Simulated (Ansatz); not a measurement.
Geometry optimisation, RKS PBE/def2-SVP (Ansatz).

Input file:

```yaml
crystal:
  periodic: [false, false, false]
  atoms:
    - { symbol: Sn, position_ang: [0.478941, 0.171366, -0.355114] }
    - { symbol: O, position_ang: [-0.611872, 0.108259, 2.603106] }
    - { symbol: H, position_ang: [-1.135643, 0.925202, 2.712077] }
    - { symbol: Cl, position_ang: [1.895518, 0.519668, -2.24293] }
    - { symbol: H, position_ang: [-0.913119, 1.14514, -0.636335] }
    - { symbol: H, position_ang: [0.182885, -1.518836, -0.290836] }
    - { symbol: H, position_ang: [1.401676, 0.749092, 1.000796] }
    - { symbol: H, position_ang: [0.308915, 0.458708, 2.484935] }
basis:
  gaussian: { orbitals: def2-SVP }
hamiltonian:
  xc: pbe
relax:
  f_tol: 0.03
  max_steps: 50
```

Run as:

```bash
$ ansatz run input.yaml --threads 1 --pin off --max-ram 2048MiB --backend cpu --events-out ev --progress --plain --runs-dir out
```

Task: Where does it end, and by what steps?

Result: It converged. After 7 steps the energy has fallen by 0.131 eV; H8 moved furthest, 0.54 Å.

```json
{"step": "0", "energy less start (eV)": "0.0000", "largest force component (eV/Å)": "0.602", "accepted": "yes"}
{"step": "1", "energy less start (eV)": "0.0514", "largest force component (eV/Å)": "2.110", "accepted": "no"}
{"step": "2", "energy less start (eV)": "-0.0316", "largest force component (eV/Å)": "0.658", "accepted": "yes"}
{"step": "3", "energy less start (eV)": "-0.0515", "largest force component (eV/Å)": "0.663", "accepted": "yes"}
{"step": "4", "energy less start (eV)": "-0.0681", "largest force component (eV/Å)": "1.321", "accepted": "yes"}
{"step": "5", "energy less start (eV)": "-0.1217", "largest force component (eV/Å)": "0.110", "accepted": "yes"}
{"step": "6", "energy less start (eV)": "-0.1240", "largest force component (eV/Å)": "0.204", "accepted": "yes"}
{"step": "7", "energy less start (eV)": "-0.1307", "largest force component (eV/Å)": "0.015", "accepted": "yes"}
```

```xyz
8
Properties=species:S:1:pos:R:3
Sn 0.569 0.233 -0.230
O -0.606 0.102 2.266
H -1.245 0.836 2.343
Cl 1.591 0.425 -2.402
H -0.819 1.246 -0.373
H 0.253 -1.449 -0.083
H 1.799 0.848 0.814
H 0.066 0.318 2.941
```

Whether the end is a true minimum wasn't checked by a vibrational analysis.

The run took 20 s on 1 thread of Arm Neoverse V1 (shared host), peak memory 0.12 GiB.
